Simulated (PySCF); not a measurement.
A small calculation by hand: entropy of an ideal gas

1-bromo-1-chlorocyclopropane (C3H4BrCl), SMILES ClC1(Br)CC1.

The structure is a stationary point at PBE0-D3(BJ)/def2-SVP.

PBE0-D3(BJ)/def2-SVP in PySCF 2.14.0 gives the harmonic wavenumbers 225, 265, 287, 391, 452, 699, 765, 906, 940, 1002, 1058, 1079, 1138, 1166, 1293, 1416, 1475, 3160, 3162, 3261, 3268 cm⁻¹ and the rotational temperatures 0.1812, 0.0858, 0.0645 K. The molar mass is 155.42 g/mol, the symmetry number 1, the spin multiplicity 1.

Question: Work out the entropy at 298.15 K and 1 atm in the rigid-rotor, harmonic-oscillator model.

Answer: 
Translation (Sackur–Tetrode at 1 atm): S = R[1.5 ln M + 2.5 ln T − 1.16487] = 171.7 J/(mol K).
Rotation: q = (√π/σ) T^1.5/√(θA θB θC) = 288000, S = R[ln q + 3/2] = 117.0 J/(mol K).
Vibration: with u = 1.4388 ν/T, each mode gives R[u/(e^u − 1) − ln(1 − e^−u)]:
```
ν (cm⁻¹)  modes     u  S (J/(mol K))
--------  -----  ----  -------------
225           1  1.09           8.03
265           1  1.28           6.81
287           1  1.38           6.24
391           1  1.89           4.17
452           1  2.18           3.30
699           1  3.37           1.29
765           1  3.69           0.99
906           1  4.37           0.57
940           1  4.54           0.50
1002          1  4.84           0.39
1058          1  5.11           0.31
1079          1  5.21           0.28
1138          1  5.49           0.22
1166          1  5.63           0.20
1293          1  6.24           0.12
1416          1  6.83           0.07
1475          1  7.12           0.05
```
The stiffer modes add less than 0.005 each. Sum 33.6 J/(mol K).
Spin: R ln 1 = 0.0 J/(mol K).
Total 322.2 J/(mol K); the program's own thermochemistry gives 322.2. Translation makes up 53 % and vibration 10 %. Anharmonicity, hindered rotation and orbital degeneracy are left out.
